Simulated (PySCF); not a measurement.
tin monoxide (OSn), singlet, at a GFN2-xTB geometry (such geometries of metal compounds can be far from the true shape) (all electrons, no relativity); PBE/3-21G (PySCF).

Here is a job for PySCF.
```python
from pyscf import gto, scf, dft

mol = gto.Mole()
mol.atom = '''
    Sn   -0.00000000   -0.00000000   -0.24879316
    O     0.00000000    0.00000000    1.55495727
'''
mol.basis = '3-21g'
mol.verbose = 4
mol.build()

mf = dft.RKS(mol)
mf.xc = 'pbe'
mf.grids.prune = None
mf.kernel()
mf.analyze()
```

The log (banner, timings and long lists left out):

```
PySCF version 2.14.0

[INPUT] verbose = 4
[INPUT] num. atoms = 2
[INPUT] num. electrons = 58
[INPUT] charge = 0
[INPUT] spin (= nelec alpha-beta = 2S) = 0
[INPUT] symmetry False subgroup None
[INPUT] Mole.unit = angstrom
[INPUT] Symbol           X                Y                Z      unit          X                Y                Z       unit  Magmom
[INPUT]  1 Sn     0.000000000000   0.000000000000  -0.248793160000 AA    0.000000000000   0.000000000000  -0.470150934065 Bohr   0.0
[INPUT]  2 O      0.000000000000   0.000000000000   1.554957270000 AA    0.000000000000   0.000000000000   2.938443375701 Bohr   0.0

nuclear repulsion = 117.350427668644
number of shells = 18
number of NR pGTOs = 96
number of NR cGTOs = 40
basis = 3-21g
ecp = {}

******** <class 'pyscf.dft.rks.RKS'> ********
method = RKS
initial guess = minao
damping factor = 0
level_shift factor = 0
DIIS = <class 'pyscf.scf.diis.CDIIS'>
diis_start_cycle = 1
diis_space = 8
diis_damp = 0
SCF conv_tol = 1e-09
SCF conv_tol_grad = None
SCF max_cycles = 50
direct_scf = True
direct_scf_tol = 1e-13
XC library pyscf.dft.libxc version 7.1.2
    S. Lehtola, C. Steigemann, M. J. T. Oliveira, and M. A. L. Marques,  SoftwareX 7, 1–5 (2018)
XC functionals = pbe
    J. P. Perdew, K. Burke, and M. Ernzerhof,  Phys. Rev. Lett. 77, 3865 (1996)
    J. P. Perdew, K. Burke, and M. Ernzerhof,  Phys. Rev. Lett. 78, 1396 (1997)
    J. P. Perdew, K. Burke, and M. Ernzerhof,  Phys. Rev. Lett. 77, 3865 (1996)
    J. P. Perdew, K. Burke, and M. Ernzerhof,  Phys. Rev. Lett. 78, 1396 (1997)
radial grids:
    Treutler-Ahlrichs [JCP 102, 346 (1995); DOI:10.1063/1.469408] (M4) radial grids

becke partition: Becke, JCP 88, 2547 (1988); DOI:10.1063/1.454033
pruning grids: None
grids dens level: 3
symmetrized grids: False
atomic radii adjust function: <function treutler_atomic_radii_adjust>
small_rho_cutoff = 0
Set gradient conv threshold to 3.16228e-05
Initial guess from minao.
tot grids = 63880
init E= -6060.19310270337
  HOMO = -0.329852061071961  LUMO = -0.148865744547831  gap/eV = 4.92489
cycle= 1 E= -6072.61086415073  delta_E= -12.4  |g|= 1.22  |ddm|= 1.69
  HOMO = 0.0465025636443168  LUMO = 0.13997675770507  gap/eV = 2.54356
cycle= 2 E= -6066.84775334072  delta_E= 5.76  |g|= 3.11  |ddm|= 5.65
  HOMO = -0.234514699820431  LUMO = -0.0841653347136277  gap/eV = 4.09121
cycle= 3 E= -6072.81828670624  delta_E= -5.97  |g|= 0.738  |ddm|= 5.62
  HOMO = -0.230704251131862  LUMO = -0.0982036445884661  gap/eV = 3.60553
cycle= 4 E= -6072.98219816879  delta_E= -0.164  |g|= 0.169  |ddm|= 0.982
  HOMO = -0.216143752699907  LUMO = -0.0887668584046879  gap/eV = 3.46610
cycle= 5 E= -6072.99366197852  delta_E= -0.0115  |g|= 0.0106  |ddm|= 0.274
  HOMO = -0.218192981632639  LUMO = -0.0902620089583947  gap/eV = 3.48118
cycle= 6 E= -6072.99366573645  delta_E= -3.76e-06  |g|= 0.00971  |ddm|= 0.0113
  HOMO = -0.21776645767741  LUMO = -0.089902936488089  gap/eV = 3.47934
cycle= 7 E= -6072.99365996637  delta_E= 5.77e-06  |g|= 0.011  |ddm|= 0.0029
  HOMO = -0.217779103011882  LUMO = -0.0899061422570383  gap/eV = 3.47960
cycle= 8 E= -6072.99366146745  delta_E= -1.5e-06  |g|= 0.0107  |ddm|= 0.000219
  HOMO = -0.218126888172499  LUMO = -0.0900884000511946  gap/eV = 3.48410
cycle= 9 E= -6072.9936888918  delta_E= -2.74e-05  |g|= 0.00144  |ddm|= 0.00681
  HOMO = -0.218182496171977  LUMO = -0.090104604933918  gap/eV = 3.48518
cycle= 10 E= -6072.99368939285  delta_E= -5.01e-07  |g|= 0.000159  |ddm|= 0.00117
  HOMO = -0.218177176994679  LUMO = -0.0901029849108632  gap/eV = 3.48508
cycle= 11 E= -6072.99368939896  delta_E= -6.11e-09  |g|= 3.39e-06  |ddm|= 0.000116
  HOMO = -0.21817743736549  LUMO = -0.0901031595423424  gap/eV = 3.48508
cycle= 12 E= -6072.99368939895  delta_E= 5.46e-12  |g|= 1.19e-07  |ddm|= 2.46e-06
  HOMO = -0.218177406321677  LUMO = -0.0901031482775608  gap/eV = 3.48508
Extra cycle  E= -6072.99368939896  delta_E= -9.09e-12  |g|= 8.03e-07  |ddm|= 6.4e-07
converged SCF energy = -6072.99368939896
**** SCF Summaries ****
Total Energy =                       -6072.993689398962488
Nuclear Repulsion Energy =             117.350427668643718
One-electron Energy =                -8613.331847074721736
Two-electron Energy =                 2422.987730007115715
Two-electron Coulomb Energy =         2592.151109011891549
DFT Exchange-Correlation Energy =     -169.163379004775720
HOMO-LUMO gap [eV] =                     3.485078074863524
**** MO energy ****
MO #1   energy= -1021.54628101086  occ= 2
MO #2   energy= -150.910131660059  occ= 2
MO #3   energy= -140.678231124019  occ= 2
MO #4   energy= -140.678231124018  occ= 2
MO #5   energy= -140.677425749327  occ= 2
MO #6   energy= -29.0709029941352  occ= 2
MO #7   energy= -24.7718286324817  occ= 2
MO #8   energy= -24.7718286324816  occ= 2
MO #9   energy= -24.7676556222902  occ= 2
MO #10  energy= -18.6362158827697  occ= 2
MO #11  energy= -17.5048616215489  occ= 2
MO #12  energy= -17.5048612601902  occ= 2
MO #13  energy= -17.503946293692   occ= 2
MO #14  energy= -17.50228856211    occ= 2
MO #15  energy= -17.50228856211    occ= 2
MO #16  energy= -4.55837366495731  occ= 2
MO #17  energy= -3.14169423233515  occ= 2
MO #18  energy= -3.1416942323351   occ= 2
MO #19  energy= -3.13356123578978  occ= 2
MO #20  energy= -1.02373637059828  occ= 2
MO #21  energy= -1.00596722476186  occ= 2
MO #22  energy= -1.0059668740828   occ= 2
MO #23  energy= -1.00001318739203  occ= 2
MO #24  energy= -1.00001318739202  occ= 2
MO #25  energy= -0.785800358519703 occ= 2
MO #26  energy= -0.352758346303256 occ= 2
MO #27  energy= -0.239475502902644 occ= 2
MO #28  energy= -0.23947550290264  occ= 2
MO #29  energy= -0.218177406321677 occ= 2
MO #30  energy= -0.0901031482775608 occ= 0
MO #31  energy= -0.0901031482775526 occ= 0
MO #32  energy= 0.0155226434857316 occ= 0
MO #33  energy= 0.171382164496856  occ= 0
MO #34  energy= 0.217839463857883  occ= 0
MO #35  energy= 0.217839463858056  occ= 0
MO #36  energy= 0.320851661049104  occ= 0
MO #37  energy= 1.39462149610258   occ= 0
 ** Mulliken pop on meta-lowdin orthogonal AOs  **
 ** Mulliken pop  **
pop of  0 Sn 1s           2.00000
pop of  0 Sn 2s           1.99997
pop of  0 Sn 3s           1.99980
pop of  0 Sn 4s           1.99925
pop of  0 Sn 5s           1.85733
pop of  0 Sn 6s           0.02919
pop of  0 Sn 2px          1.99999
pop of  0 Sn 2py          1.99999
pop of  0 Sn 2pz          1.99999
pop of  0 Sn 3px          1.99984
pop of  0 Sn 3py          1.99984
pop of  0 Sn 3pz          1.99987
pop of  0 Sn 4px          1.99928
pop of  0 Sn 4py          1.99928
pop of  0 Sn 4pz          1.99961
pop of  0 Sn 5px          0.52903
pop of  0 Sn 5py          0.52903
pop of  0 Sn 5pz          0.57622
pop of  0 Sn 6px          0.00190
pop of  0 Sn 6py          0.00190
pop of  0 Sn 6pz          0.02867
pop of  0 Sn 3dxy         2.00000
pop of  0 Sn 3dyz         1.99998
pop of  0 Sn 3dz^2        1.99975
pop of  0 Sn 3dxz         1.99998
pop of  0 Sn 3dx2-y2      2.00000
pop of  0 Sn 4dxy         2.00000
pop of  0 Sn 4dyz         1.99960
pop of  0 Sn 4dz^2        1.99694
pop of  0 Sn 4dxz         1.99960
pop of  0 Sn 4dx2-y2      2.00000
pop of  1 O 1s            1.99974
pop of  1 O 2s            1.82906
pop of  1 O 3s            0.00259
pop of  1 O 2px           1.47031
pop of  1 O 2py           1.47031
pop of  1 O 2pz           1.68068
pop of  1 O 3px           0.00008
pop of  1 O 3py           0.00008
pop of  1 O 3pz           0.00134
 ** Mulliken atomic charges  **
charge of    0Sn =      0.45420
charge of    1O =     -0.45420
Dipole moment(X, Y, Z, Debye):  0.00000, -0.00000, -2.25335
```
